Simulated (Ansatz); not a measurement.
Input for Ansatz (a program for electronic structure): R-PBE/def2-TZVPP on BS+, 2S+1 = 1, a spin state set in the input, which need not be the lowest, a point of a bond scan (R = 1.580 Å). Charge +1.

Ansatz 0.2 input:
```yaml
crystal:
  periodic: [false, false, false]
  atoms:
    - {symbol: B, position_ang: [0.00000000, 0.00000000, 0.00000000]}
    - {symbol: S, position_ang: [0.00000000, 0.00000000, 1.57993200]}
basis:
  gaussian:
    orbitals: def2-TZVPP
    pivot_positions_ang: [[0.00000000, 0.00000000, 0.00000000], [0.00000000, 0.00000000, 1.57993200]]
hamiltonian:
  xc: {name: PBE}
total_charge: 1
output: {forces: true, orbitals: {seedname: ./end}}
```

Output:

```
WARN ansatz: RAYON_NUM_THREADS=1 ignored (pool sized by the plan → 1); use --threads N
Functional definition: PBE
integrals: 0.01 GiB planned
453 factors; their error is unknown
mean field: 0.12 GiB planned
mean field evaluation 1: about -11486.3692 eV, gradient 4.9e1 eV
mean field evaluation 2: about -11415.0623 eV, gradient 1.4e2 eV
mean field evaluation 4: about -11492.2676 eV, gradient 1.8e1 eV
mean field evaluation 8: about -11493.1363 eV, gradient 4.4e-2 eV
mean field evaluation 16: about -11482.7773 eV, gradient 3.4e1 eV
mean field -11493.13227080 eV, -422.3648206270 hartree, gradient 5.4e-6 eV, S^2 0.000000; 3 other end points of the search recorded, 0 dependent functions left out
the calculation of the forces begins
reference -11493.13230121 eV, -422.3648217445 hartree; 10, 10 occupied and 63, 63 virtual orbitals, 453 factors
Total energy: -11493.13230121 eV, -422.3648217445 hartree
Atom 0 at     0.000000     0.000000     0.000000 Å, force     0.000000     0.000000    -0.523752 eV/Å
Atom 1 at     0.000000     0.000000     1.579932 Å, force    -0.000000    -0.000000     0.523752 eV/Å
Dipole moment:     0.000000    -0.000000    -0.803388 e Å
```

The calculation finished and met its thresholds.

Cost: about 1.2 core-seconds (a rough figure).
